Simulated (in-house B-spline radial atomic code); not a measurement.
Whole-atom quantities along the 61-electron series, configuration 1s2 2s2 2p6 3s2 3p6 3d10 4s2 4p6 4d10 4f5/2(6) 4f7/2(6) 5s2 5p1/2(1). Breit and QED terms are first order and not part of the total energy; the density at the nucleus is averaged over the nuclear charge. Computed with an all-electron radial atomic-structure program (B-spline basis): Dirac-Hartree-Fock, jj configuration that fills j = l - 1/2 first, finite nuclei.

```
  ion   Z  E/Z² (Eh)  Σ<r²> (bohr²)  n(0)/Z³ (bohr⁻³)  Lamb diamagnetic shielding (ppm)  repulsion over attraction  Breit energy (eV)  self-energy (eV)  vacuum polarisation (eV)
 Yb9+  70    -2.8662          17.34            2.7715                           8757.95                    0.14172             377.89            308.45                   -52.508
Lu10+  71    -2.8849         16.082            2.8692                            8942.7                    0.14035             396.91            325.46                   -56.192
Hf11+  72    -2.9035         14.983            2.9863                           9129.04                    0.13895             416.64            343.23                    -60.12
```
